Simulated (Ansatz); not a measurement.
Relaxation of Cl2H4OSiZn (9 atoms, charge 0, multiplicity 1), to a largest force component of 0.03 eV/Å in at most 50 steps.

These are results of RKS revPBE-D4/def2-SVP (Ansatz), not measurements.

```xyz
9
Properties=species:S:1:pos:R:3
Zn -0.538 0.060 -0.671
Cl 0.244 0.107 2.672
Cl 1.162 0.360 -1.882
O -2.039 -0.168 0.295
Si -3.459 -0.996 -0.044
H -3.195 -2.454 -0.340
H -4.361 -0.900 1.156
H -4.167 -0.407 -1.240
H -1.019 -0.034 2.243
```

Where does it end, and by what steps?

The run converged. After 23 steps the energy has fallen by 1.185 eV; Cl3 moved furthest, 1.60 Å. Parted: Cl2–H9 (1.34 → 3.29 Å). Joined: Zn1–Cl2 (3.43 → 2.15 Å), O4–H9 (2.20 → 0.98 Å).

```json
{"step": "0", "energy less start (eV)": "0.0000", "largest force component (eV/Å)": "0.873", "accepted": "yes"}
{"step": "1", "energy less start (eV)": "-0.1078", "largest force component (eV/Å)": "0.305", "accepted": "yes"}
{"step": "2", "energy less start (eV)": "-0.1964", "largest force component (eV/Å)": "0.716", "accepted": "yes"}
{"step": "3", "energy less start (eV)": "-0.2298", "largest force component (eV/Å)": "0.976", "accepted": "yes"}
{"step": "4", "energy less start (eV)": "-0.2739", "largest force component (eV/Å)": "0.588", "accepted": "yes"}
{"step": "5", "energy less start (eV)": "-0.3332", "largest force component (eV/Å)": "0.572", "accepted": "yes"}
{"step": "6", "energy less start (eV)": "-0.5126", "largest force component (eV/Å)": "1.063", "accepted": "yes"}
{"step": "7", "energy less start (eV)": "-0.5427", "largest force component (eV/Å)": "4.392", "accepted": "yes"}
{"step": "8", "energy less start (eV)": "-0.9137", "largest force component (eV/Å)": "0.774", "accepted": "yes"}
{"step": "9", "energy less start (eV)": "-1.0359", "largest force component (eV/Å)": "0.440", "accepted": "yes"}
{"step": "10", "energy less start (eV)": "-1.0931", "largest force component (eV/Å)": "0.367", "accepted": "yes"}
{"step": "11", "energy less start (eV)": "-1.1198", "largest force component (eV/Å)": "0.131", "accepted": "yes"}
{"step": "12", "energy less start (eV)": "-1.1322", "largest force component (eV/Å)": "0.177", "accepted": "yes"}
{"step": "13", "energy less start (eV)": "-1.1425", "largest force component (eV/Å)": "0.361", "accepted": "yes"}
{"step": "14", "energy less start (eV)": "-1.1544", "largest force component (eV/Å)": "0.281", "accepted": "yes"}
{"step": "15", "energy less start (eV)": "-1.1651", "largest force component (eV/Å)": "0.200", "accepted": "yes"}
{"step": "16", "energy less start (eV)": "-1.1708", "largest force component (eV/Å)": "0.166", "accepted": "yes"}
{"step": "17", "energy less start (eV)": "-1.1730", "largest force component (eV/Å)": "0.563", "accepted": "yes"}
{"step": "18", "energy less start (eV)": "-1.1746", "largest force component (eV/Å)": "0.584", "accepted": "yes"}
{"step": "19", "energy less start (eV)": "-1.1813", "largest force component (eV/Å)": "0.090", "accepted": "yes"}
{"step": "20", "energy less start (eV)": "-1.1832", "largest force component (eV/Å)": "0.131", "accepted": "yes"}
{"step": "21", "energy less start (eV)": "-1.1846", "largest force component (eV/Å)": "0.048", "accepted": "yes"}
{"step": "22", "energy less start (eV)": "-1.1849", "largest force component (eV/Å)": "0.094", "accepted": "yes"}
{"step": "23", "energy less start (eV)": "-1.1851", "largest force component (eV/Å)": "0.026", "accepted": "yes"}
```

```xyz
9
Properties=species:S:1:pos:R:3
Zn 0.009 0.057 0.320
Cl 0.990 0.590 2.158
Cl -0.254 -0.386 -1.784
O -1.978 -0.309 0.906
Si -3.227 -0.916 -0.139
H -2.807 -2.236 -0.702
H -4.418 -1.086 0.764
H -3.512 0.101 -1.194
H -2.175 -0.247 1.860
```

The run took 39 s on 4 threads of Arm Neoverse V2 (shared host), peak memory 0.19 GiB.
